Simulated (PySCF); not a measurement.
# HgBi: frontier orbitals

PBE0 at R = 3.404 Å; basis Hg cc-pVDZ-PP with ECP60, Bi cc-pVDZ-PP with ECP60; scalar-relativistic core potentials; PySCF 2.14. State: ⁴Σ⁻ (quartet), unpaired electrons σ ↑, π ↑↑. Only the outer orbitals are listed, counted within each symmetry, core potentials removing the inner ones.

```csv
spin,orbital,occ.,ε (eV),on Hg (%),main shells (%)
α,8σ,1,-8.20,79,"78 Hg s, 20 Bi p"
α,5π,1,-6.22,1,99 Bi p
α,5π,1,-6.22,1,99 Bi p
α,9σ,1,-5.68,28,"72 Bi p, 21 Hg s"
α,6π,0,-0.53,99,98 Hg p
α,6π,0,-0.53,99,98 Hg p
α,10σ,0,0.09,97,97 Hg p
β,8σ,1,-7.73,94,94 Hg s
β,9σ,0,-2.63,25,"74 Bi p, 19 Hg p"
β,5π,0,-2.56,7,93 Bi p
β,5π,0,-2.56,7,93 Bi p
```

**Question.** Which are the highest filled and the lowest empty level, where do they sit, and how wide is the gap?

**Answer.** Highest filled α 9σ at -5.68 eV (in %: 72 Bi p, 21 Hg s); lowest empty β 9σ at -2.63 eV (in %: 74 Bi p, 19 Hg p); the gap at PBE0 is 3.05 eV.

The bond order (Mayer) is 0.26. The ⟨S²⟩ is 3.756 and the charge on Hg (Mulliken, basis-dependent) is -0.04. The charge on Hg (Löwdin, basis-dependent) is -0.11. The dipole moment (positive dipole means Hg(−)Bi(+)) is 0.29 D. The polarisability along the bond is 121.5 bohr³. The polarisability across the bond is 56.1 bohr³.

Spin–orbit coupling is left out, which matters for elements this heavy, above all for dissociation energies. The state is the lowest determinant that a PBE0 search found; another state may lie lower at other levels.
